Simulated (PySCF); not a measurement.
Ge(H)(OH)2(NH2) (GeH₅NO₂), SMILES [NH2][GeH]([OH])[OH].

Geometry: TPSSh-D3(BJ)/def2-SVP. The structure was generated by enumeration, and PubChem lists no compound with its InChIKey, so it may never have been made. Other conformers were not sampled.

Two levels are set side by side: TDA-PBE/def2-SVPD (PySCF) and TDA-M06-2X/def2-SVPD (PySCF). Vertical, same geometry. The lowest singlet is HOMO→LUMO 97 % with PBE and HOMO→LUMO 75 %, HOMO→LUMO+1 13 % with the other functional; states are paired by order. Differences are taken from unrounded values.

| quantity | TDA-PBE |
|---|---|
| lowest singlet excitation (eV) | 5.81 |
| lowest triplet excitation (TDA) (eV) | 5.54 |
| first bright state (f over 0.05) (eV) | 6.84 |
| its oscillator strength | 0.07 |

Task: These are the TDA-PBE values. What does TDA-M06-2X give? (An estimate is asked for; the answer gives what the named calculation found.)

Result: 
| quantity | TDA-M06-2X | TDA-PBE minus TDA-M06-2X |
|---|---|---|
| lowest singlet excitation (eV) | 7.01 | -1.20 |
| lowest triplet excitation (TDA) (eV) | 6.67 | -1.13 |
| first bright state (f over 0.05) (eV) | 7.01 | -0.16 |
| its oscillator strength | 0.07 | 0.00 |

A lower first singlet is the usual sign of a functional without exact exchange. Differences between two approximate levels are no errors against the true value.

Rough cost on one machine, each run with all the roots and properties that it gave: TDA-M06-2X against TDA-PBE about 10 times.
